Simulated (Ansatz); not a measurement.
Molecule (SMILES): [Cl][Ga] (Cl-Ga) (closed-shell singlet).
Geometry (B3LYP-D3(BJ)/def2-TZVP, fixed):
```
Ga
Cl 1 2.2389
```

Basis-set convergence of the dipole moment at HF with Ansatz (a program for electronic structure). Dipoles come from the density behind the forces; the sign is taken along the dipole that this method gives in the largest set. Cartesian d functions, on some or all atoms, in 6-31G, 6-311G**; all else is spherical. The program fits the integrals of some runs and decomposes those of others, by size. No added dispersion term, no relativity. Reference: the value in aug-pcseg-3, 2.600 D, itself unsure by roughly 0.003 D (its mean distance from aug-cc-pV(Q+d)Z, def2-QZVPPD). Deviations are taken from unrounded values.

```csv
basis,functions,dipole moment (D),minus reference (D)
STO-3G,27,2.456,-0.144
pcseg-0,35,3.442,0.843
6-31G,42,3.623,1.024
cc-pV(D+d)Z,50,2.673,0.074
def2-SVP,50,2.339,-0.261
aug-pcseg-1,63,2.644,0.044
6-311G**,71,2.934,0.334
cc-pV(T+d)Z,82,2.558,-0.041
def2-TZVP,85,2.595,-0.005
def2-TZVPP,90,2.593,-0.007
def2-TZVPD,100,2.599,-0.001
def2-TZVPPD,105,2.598,-0.002
aug-pcseg-2,109,2.612,0.012
pcseg-3,132,2.624,0.025
def2-QZVPP,159,2.597,-0.003
aug-cc-pV(Q+d)Z,182,2.596,-0.004
aug-pcseg-3,182,2.600,0.000
cc-pV(5+d)Z,204,2.592,-0.008
```
